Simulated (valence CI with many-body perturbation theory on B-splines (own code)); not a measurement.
Energy levels of Ba⁶⁺

Computed by relativistic CI+MBPT: four valence electrons over a frozen Dirac-Fock core [Kr] 4d10, radial functions for each j: 7 s, 7 p, 7 d, 7 f, 4 g, 2 h, with the one-electron correlation potential Σ1 (screened to all orders), the two-electron term Σ2, the three-electron term Σ3, Breit, model QED; selected single and double excitations, second order for the rest, scaled by the run's own slope (own B-spline code, finite nucleus).

Set against measurement, 27 paired levels are off by 364 cm⁻¹ on average, the worst by 790. These come from a selection out of Sansonetti and Curry, J. Phys. Chem. Ref. Data 39, 043103 (2010). Levels without a partner in it may be off by more, other configurations by several thousand cm⁻¹. Among the levels kept, up to 400 cm⁻¹ of a level comes from second order outside the variational space, and about a tenth of that is noise between levels of different J, which matters for small intervals. 1 measured level below the end of the list, from 223820 cm⁻¹ on, found no clear computed partner.

Levels 46 to 90 of 197, with energies above the lowest level, 5s²5p² ³P_0. "Leading %" is the weight of the configuration and term that name the level; weights of strongly mixed levels are sums over their largest components and can fall short. In the jj column 3d3/2^4 stands for four electrons in 3d with j = 3/2. Lifetimes count E1, E2, E3, M1 and M2 decay at the calculated energies, and are blank where another channel may lead or the interval is too uncertain; long ones can be off by a factor of two.

```csv
No.,Configuration,Term,J,E (cm⁻¹),Leading %,Leading jj,Lifetime,Second component
46,4f5s5p²,⁵G°,5,269090,83,4f7/2 5s 5p1/2 5p3/2 (78 %),69.6 ns,13 % 4f5s5p² ⁵F°
47,4f5s5p²,⁵D°,2,270480,48,4f5/2 5s 5p1/2 5p3/2 (78 %),1.66 ns,34 % 4f5s5p² ⁵F°
48,4f5s5p²,⁵F°,1,272670,58,4f5/2 5s 5p1/2 5p3/2 (89 %),2.80 ns,31 % 4f5s5p² ⁵D°
49,4f5s5p²,³G°,3,274170,39,4f7/2 5s 5p1/2 5p3/2 (67 %),1.80 ns,33 % 4f5s5p² ³D°
50,4f5s5p²,⁵G°,6,275500,90,4f7/2 5s 5p1/2 5p3/2 (62 %),25.2 ns,9 % 4f5s5p² ³H°
51,4f5s5p²,³G°,4,276740,65,4f5/2 5s 5p1/2 5p3/2 (56 %),4.30 ns,15 % 4f5s5p² ⁵F°
52,4f5s5p²,⁵D°,0,277610,93,4f5/2 5s 5p1/2 5p3/2 (54 %),3.12 ns,5 % 4f5s5p² ³P°
53,4f5s5p²,³D°,2,277970,43,4f7/2 5s 5p1/2 5p3/2 (40 %),2.77 ns,36 % 4f5s5p² ⁵D°
54,4f5s5p²,⁵F°,5,278350,52,4f7/2 5s 5p1/2 5p3/2 (53 %),5.24 ns,29 % 4f5s5p² ³G°
55,4f5s5p²,⁵D°,1,278420,61,4f5/2 5s 5p1/2 5p3/2 (56 %),4.77 ns,24 % 4f5s5p² ⁵F°
56,4f5s5p²,⁵F°,3,280910,61,4f5/2 5s 5p1/2 5p3/2 (48 %),2.29 ns,14 % 4f5s5p² ³F°
57,4f5s5p²,⁵F°,2,281830,41,4f5/2 5s 5p1/2 5p3/2 (36 %),776 ps,34 % 4f5s5p² ³D°
58,4f5s5p²,⁵F°,4,282410,51,4f7/2 5s 5p1/2 5p3/2 (57 %),6.80 ns,27 % 4f5s5p² ³G°
59,4f5s5p²,³D°,1,287260,78,4f7/2 5s 5p1/2 5p3/2 (42 %),626 ps,13 % 4f5s5p² ⁵F°
60,4f5s5p²,³G°,5,289330,67,4f7/2 5s 5p3/2^2 (33 %),14.3 ns,19 % 4f5s5p² ⁵F°
61,4f5s5p²,³F°,4,292130,58,4f5/2 5s 5p1/2 5p3/2 (50 %),1.68 ns,17 % 4f5s5p² ³G°
62,4f5s5p²,³G°,3,292590,47,4f7/2 5s 5p1/2 5p3/2 (36 %),906 ps,36 % 4f5s5p² ³F°
63,5s²5p6s,³P°,0,294240,96,5s^2 5p1/2 6s (96 %),54.3 ps,
64,5s²5p6s,³P°,1,295590,72,5s^2 5p1/2 6s (95 %),43.5 ps,24 % 5s²5p6s ¹P°
65,4f5s5p²,³F°,2,295900,86,4f7/2 5s 5p1/2 5p3/2 (59 %),1.29 ns,
66,5p⁴,³P,2,297190,54,5p1/2^2 5p3/2^2 (68 %),287 ps,19 % 5s5p²5d ³P
67,4f5s5p²,¹G°,4,297470,48,4f7/2 5s 5p1/2 5p3/2 (48 %),572 ps,15 % 4f5s5p² ³G°
68,4f5s5p²,³F°,2,298150,71,4f5/2 5s 5p3/2^2 (32 %),931 ps,9 % 4f5s5p² ¹D°
69,4f5s5p²,³F°,3,298620,70,4f7/2 5s 5p1/2 5p3/2 (38 %),627 ps,9 % 4f5s5p² ³D°
70,4f5s5p²,¹F°,3,298900,44,4f5/2 5s 5p1/2 5p3/2 (51 %),564 ps,26 % 4f5s5p² ³G°
71,4f5s5p²,³H°,4,300520,39,4f5/2 5s 5p1/2 5p3/2 (32 %),775 ps,26 % 4f5s5p² ³G°
72,4f5s5p²,³G°,5,300680,57,4f7/2 5s 5p1/2 5p3/2 (45 %),868 ps,21 % 4f5s5p² ³H°
73,4f5s5p²,³F°,4,302710,35,4f5/2 5s 5p1/2 5p3/2 (33 %),912 ps,33 % 4f5s5p² ³H°
74,4f5s5p²,³H°,5,306190,55,4f7/2 5s 5p1/2 5p3/2 (42 %),875 ps,22 % 4f5s5p² ³G°
75,4f5s5p²,³D°,3,306590,30,4f5/2 5s 5p3/2^2 (43 %),511 ps,22 % 4f5s5p² ¹F°
76,4f5s5p²,³H°,6,308780,80,4f7/2 5s 5p3/2^2 (59 %),1.67 ns,9 % 4f5s5p² ⁵G°
77,4f5s5p²,³D°,1,309290,80,4f5/2 5s 5p1/2 5p3/2 (50 %),277 ps,7 % 4f5s²5d ³D°
78,4f5s5p²,³D°,2,310240,64,4f7/2 5s 5p1/2 5p3/2 (51 %),272 ps,13 % 4f5s5p² ³P°
79,4f5s5p²,¹D°,2,311650,58,4f5/2 5s 5p1/2 5p3/2 (41 %),264 ps,11 % 4f5s5p² ³P°
80,5p⁴,³P,0,311680,52,5p1/2^2 5p3/2^2 (57 %),229 ps,20 % 5s5p²5d ³P
81,4f5s5p²,³F°,4,312030,41,4f5/2 5s 5p3/2^2 (45 %),1.04 ns,18 % 4f5s5p² ¹G°
82,5s5p²5d,⁵F,1,312290,67,5s 5p1/2^2 5d3/2 (54 %),1.33 ns,10 % 5p⁴ ³P
83,4f5s5p²,³D°,3,315110,55,4f7/2 5s 5p3/2^2 (60 %),334 ps,10 % 4f5s5p² ³F°
84,5p⁴,³P,1,315270,52,5p1/2 5p3/2^3 (52 %),312 ps,23 % 5s5p²5d ³P
85,5s5p²5d,⁵F,2,315300,74,5s 5p1/2^2 5d3/2 (34 %),1.17 ns,14 % 5s5p²5d ⁵D
86,4f²5s²,³H,4,315770,96,4f5/2^2 5s^2 (80 %),316 ns,
87,4f5s5p²,¹H°,5,316300,72,4f5/2 5s 5p3/2^2 (43 %),695 ps,12 % 4f5s5p² ³G°
88,4f²5s²,³H,5,316560,97,4f5/2 4f7/2 5s^2 (97 %),337 ns,
89,5s²5p6s,³P°,2,316810,80,5s^2 5p3/2 6s (80 %),58.6 ps,5 % 4f5s5p² ³P°
90,4f²5s²,³H,6,317430,97,4f7/2^2 5s^2 (82 %),348 ns,
```

Names give the largest LS component (configuration and term), which can be under half, so a name can repeat, a term be missing and a line seem to break the LS rules; names also repeat where a configuration has a term twice.

Where two levels of one J and parity lie close, their mixing, g and order are uncertain.
